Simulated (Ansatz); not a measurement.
```yaml
crystal:
  periodic: [false, false, false]
  atoms:
    - {symbol: Si, position_ang: [-1.384830, -4.948795, -0.613402]}
    - {symbol: Si, position_ang: [-3.280311, -3.840799, 0.224857]}
    - {symbol: Si, position_ang: [-3.326318, -1.640337, -2.937455]}
    - {symbol: Si, position_ang: [-3.290499, -1.630719, -0.572144]}
    - {symbol: Si, position_ang: [0.539687, -3.865212, 0.187275]}
    - {symbol: Si, position_ang: [0.535944, -3.887906, 2.553877]}
    - {symbol: Si, position_ang: [0.524843, -1.665638, -2.977678]}
    - {symbol: Si, position_ang: [-1.403453, -0.574263, -3.767828]}
    - {symbol: Si, position_ang: [0.536353, -1.656025, -0.612617]}
    - {symbol: Si, position_ang: [-1.362944, -0.539886, 0.212233]}
    - {symbol: Si, position_ang: [0.516269, -1.684706, 3.374189]}
    - {symbol: Si, position_ang: [-1.386054, -0.554731, 2.578789]}
    - {symbol: Si, position_ang: [-1.382976, 1.645208, -2.984181]}
    - {symbol: Si, position_ang: [-1.372964, 1.659518, -0.618859]}
    - {symbol: Si, position_ang: [-3.292100, 2.749234, 0.182614]}
    - {symbol: Si, position_ang: [-1.408506, 1.659190, 3.371776]}
    - {symbol: Si, position_ang: [-3.327198, 2.740006, 2.547982]}
    - {symbol: Si, position_ang: [2.433249, -0.556140, -3.790060]}
    - {symbol: Si, position_ang: [2.433242, -0.537511, 0.209530]}
    - {symbol: Si, position_ang: [2.420100, -0.551068, 2.578208]}
    - {symbol: Si, position_ang: [2.440267, 1.655236, -2.985476]}
    - {symbol: Si, position_ang: [0.524843, 2.755064, -3.795953]}
    - {symbol: Si, position_ang: [2.445108, 1.663837, -0.620216]}
    - {symbol: h, position_ang: [0.534110, 2.756897, 0.208763]}
    - {symbol: Si, position_ang: [2.445492, 1.660672, 3.380478]}
    - {symbol: Si, position_ang: [0.520235, 2.748587, 2.577582]}
    - {symbol: Si, position_ang: [4.350075, 2.765556, 0.197588]}
    - {symbol: Si, position_ang: [4.358840, 2.758565, 2.564421]}
    - {symbol: H, position_ang: [-1.390233, -6.385075, -0.185545]}
    - {symbol: H, position_ang: [-1.413106, -4.904042, -2.111216]}
    - {symbol: H, position_ang: [-4.529098, -4.550194, -0.203171]}
    - {symbol: H, position_ang: [-3.227388, -3.845429, 1.722747]}
    - {symbol: H, position_ang: [-3.391900, -3.051372, -3.438987]}
    - {symbol: H, position_ang: [-4.548686, -0.920027, -3.418998]}
    - {symbol: H, position_ang: [-4.497296, -0.902943, -0.054878]}
    - {symbol: H, position_ang: [1.775213, -4.553902, -0.315175]}
    - {symbol: H, position_ang: [-0.663734, -4.633678, 3.055340]}
    - {symbol: H, position_ang: [1.760608, -4.598629, 3.044193]}
    - {symbol: H, position_ang: [0.521573, -3.088749, -3.457567]}
    - {symbol: H, position_ang: [-1.400139, -0.574223, -5.269587]}
    - {symbol: H, position_ang: [0.520955, -1.669777, 4.875377]}
    - {symbol: H, position_ang: [-2.628218, -1.261717, 3.041672]}
    - {symbol: H, position_ang: [-2.624449, 2.342852, -3.462317]}
    - {symbol: H, position_ang: [-4.515473, 2.069899, -0.353095]}
    - {symbol: H, position_ang: [-3.291018, 4.161698, -0.317526]}
    - {symbol: H, position_ang: [-1.396572, 1.656574, 4.872937]}
    - {symbol: H, position_ang: [-4.552478, 2.027119, 3.033329]}
    - {symbol: H, position_ang: [-3.375325, 4.148957, 3.055455]}
    - {symbol: H, position_ang: [2.408593, -0.547005, -5.288888]}
    - {symbol: H, position_ang: [3.672773, -1.268868, -3.341930]}
    - {symbol: H, position_ang: [3.669206, -1.243450, -0.269022]}
    - {symbol: H, position_ang: [3.653914, -1.266143, 3.049103]}
    - {symbol: H, position_ang: [3.671544, 2.362122, -3.474765]}
    - {symbol: H, position_ang: [0.523841, 2.733121, -5.294745]}
    - {symbol: H, position_ang: [0.521771, 4.183375, -3.342987]}
    - {symbol: H, position_ang: [0.543027, 4.180985, -0.267595]}
    - {symbol: H, position_ang: [2.429965, 1.653123, 4.881356]}
    - {symbol: H, position_ang: [0.516659, 4.173693, 3.051080]}
    - {symbol: H, position_ang: [5.579839, 2.080777, -0.315967]}
    - {symbol: H, position_ang: [4.360050, 4.177215, -0.304785]}
    - {symbol: H, position_ang: [5.589128, 2.061639, 3.060358]}
    - {symbol: H, position_ang: [4.385949, 4.168282, 3.071518]}
basis:
  gaussian: {orbitals: def2-mTZVP, fitting: {mean_field: def2-universal-jkfit}}
total_charge: 1
magnetization: {spin_polarized: true, initial_magnetization: 1}
hamiltonian: {xc: {name: SVWN5}}
```

```sh
$ ansatz run in.yaml --threads 4 --pin off --events-out ev --progress --plain --max-ram 46080MiB --backend cuda --devices 0, --max-vram 37GiB
```

(1) Predict how Ansatz answers.

Answers

(1) The program refused the input. An element symbol is wrong.
```
Error: YAML parse error: error: line 27 column 16: `h` is not an element symbol (H … Og, case-exact)
25 |     - {symbol: Si, position_ang: [0.524843, 2.755064, -3.795953]}
26 |     - {symbol: Si, position_ang: [2.445108, 1.663837, -0.620216]}
27 |     - {symbol: h, position_ang: [0.534110, 2.756897, 0.208763]}
28 |     - {symbol: Si, position_ang: [2.445492, 1.660672, 3.380478]}
29 |     - {symbol: Si, position_ang: [0.520235, 2.748587, 2.577582]}
```
